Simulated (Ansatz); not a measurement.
The same path of C2H6FSi (10 atoms, charge 1, multiplicity 1) was run twice with different band settings. The coordinate that changes most is the dihedral C1–C2–Si3–F4.

Level of theory: Ansatz, RHF/def2-SVPD.

Relaxed end points:

```xyz
10
Properties=species:S:1:pos:R:3
C 0.265 1.299 -0.051
C -0.614 0.039 0.070
Si 0.290 -1.550 -0.009
F -0.523 -2.879 0.115
H -0.373 2.177 0.007
H 0.795 1.335 -1.002
H 0.995 1.364 0.755
H -1.177 0.016 1.011
H -1.376 -0.011 -0.717
H 1.719 -1.788 -0.179
```

```xyz
10
Properties=species:S:1:pos:R:3
C 0.261 1.285 -0.049
C -0.631 0.036 0.071
Si 0.205 -1.587 0.001
F 1.756 -1.664 -0.174
H -0.369 2.169 0.008
H 0.795 1.310 -0.997
H 0.991 1.337 0.757
H -1.203 0.023 1.009
H -1.395 -0.004 -0.718
H -0.410 -2.905 0.091
```

Common settings: movable images 9; climbing image yes; spring 5.0 eV/Å²; start path through a guess of the saddle point; force threshold 0.03 eV/Å; iteration limit 60; end points relaxed.

| run | optimiser |
| --- | --- |
| 1 | quadratic models (default) |
| 2 | lbfgs |

Task: What does each run give, and how far can it be trusted?

Result: Run 1: converged after 11 iterations, highest image 0.032 eV above the first end. A vibrational analysis at the climbing image gives one clearly imaginary mode, 42i cm⁻¹: a first-order saddle point.
Run 2: converged after 33 iterations, highest image 0.035 eV above the first end. The order of the stationary point at the top wasn't checked.
Limits of this set-up: the dipole of an ion depends on the origin.
